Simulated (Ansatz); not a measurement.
The same path of FH3Sn + H2 (7 atoms, charge 0, multiplicity 1) was run 3 times with different band settings. Lost on the way: Sn1–F2, H6–H7. Made: Sn1–H7, F2–H6.

Computed with RKS r2SCANh-D4/def2-TZVP (Ansatz 0.2.0).

Relaxed end points:

```xyz
7
Properties=species:S:1:pos:R:3
Sn -1.041 -0.058 -0.228
F 0.052 1.474 0.186
H -0.314 -0.746 -1.598
H -0.963 -1.029 1.161
H -2.578 0.599 -0.524
H 2.228 0.198 0.498
H 2.615 -0.438 0.505
```

```xyz
7
Properties=species:S:1:pos:R:3
Sn -0.576 -0.581 -0.424
F 1.270 1.758 1.403
H -0.790 -1.780 -1.607
H -0.969 -1.175 1.113
H -1.474 0.805 -0.800
H 1.452 1.134 0.742
H 1.087 -0.160 -0.427
```

Common settings: spring 5.0 eV/Å²; optimiser quadratic models (default); force threshold 0.05 eV/Å; iteration limit 60; end points relaxed.

| run | movable images | climbing image | start path |
| --- | --- | --- | --- |
| 1 | 5 | yes | through a guess of the saddle point |
| 2 | 8 | no | through a guess of the saddle point |
| 3 | 5 | yes | straight line |

(1) What does each run give, and how far can it be trusted?

Results:

(1) Run 1: converged after 19 iterations, highest image 1.503 eV above the first end. A vibrational analysis at the climbing image gives one clearly imaginary mode, 1064i cm⁻¹: a first-order saddle point.
Run 2: converged after 19 iterations, highest image 1.301 eV above the first end. No image climbed, so the highest image needn't sit at the top of the path.
Run 3: converged after 13 iterations, highest image 1.506 eV above the first end. Another band between the same ends (5 images) ends at a top of the same energy, where a vibrational analysis finds 1 clearly imaginary mode.
The orbitals stay closed-shell, which can raise the energy where a bond breaks towards radicals; this wasn't checked here.
